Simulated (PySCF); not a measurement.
C₃H₇BO₂. Atoms are numbered in the order given.

```xyz
13

C     -0.2996     2.3466     0.0000
O     -0.7713     1.0212     0.0000
B      0.0498    -0.0492     0.0000
C      1.6133     0.0167     0.0000
C     -0.7294    -1.4581     0.0000
O     -0.1513    -2.5222     0.0000
H      0.3109     2.5549    -0.8935
H     -1.1660     3.0220     0.0000
H      0.3109     2.5549     0.8935
H      2.0437    -0.9944     0.0000
H      1.9912     0.5614     0.8826
H      1.9912     0.5614    -0.8826
H     -1.8563    -1.4369     0.0000
```

Geometry optimised at PBE0-D3(BJ)/def2-SVP. This is a generated structure with no PubChem entry under its InChIKey; it may be hypothetical. One conformer was computed; it need not be the lowest.

Calculation: TDDFT-PBE/def2-SVPD in PySCF.

Vertical excitations.  State labels are in the subgroup Cs.

| state | symmetry | energy (eV) | λ (nm) | f | main pairs |
|---|---|---|---|---|---|
| S1 | A" | 2.53 | 490 | 0.000 | HOMO→LUMO 100 % |
| S2 | A" | 4.71 | 263 | 0.001 | HOMO−1→LUMO 100 % |
| S3 | A' | 4.92 | 252 | 0.003 | HOMO→LUMO+1 100 % |
| S4 | A' | 5.59 | 222 | 0.109 | HOMO−2→LUMO 95 % |
| S5 | A" | 5.67 | 219 | 0.001 | HOMO→LUMO+2 99 % |
| S6 | A' | 5.87 | 211 | 0.019 | HOMO→LUMO+3 99 % |
| S7 | A' | 6.17 | 201 | 0.009 | HOMO→LUMO+4 100 % |
| S8 | A" | 6.17 | 201 | 0.000 | HOMO−3→LUMO 99 % |
| S9 | A" | 6.44 | 192 | 0.000 | HOMO−4→LUMO 99 % |
| S10 | A" | 6.52 | 190 | 0.000 | HOMO→LUMO+5 100 % |
| T1 | A" | 1.88 | 659 | 0 | HOMO→LUMO 100 % |
| T2 | A" | 4.48 | 277 | 0 | HOMO−1→LUMO 99 % |
| T3 | A' | 4.71 | 264 | 0 | HOMO−2→LUMO 97 % |
| T4 | A' | 4.89 | 253 | 0 | HOMO→LUMO+1 100 % |
Triplets are in the Tamm–Dancoff approximation, which puts them higher than full response would, so one can lie above its singlet here.
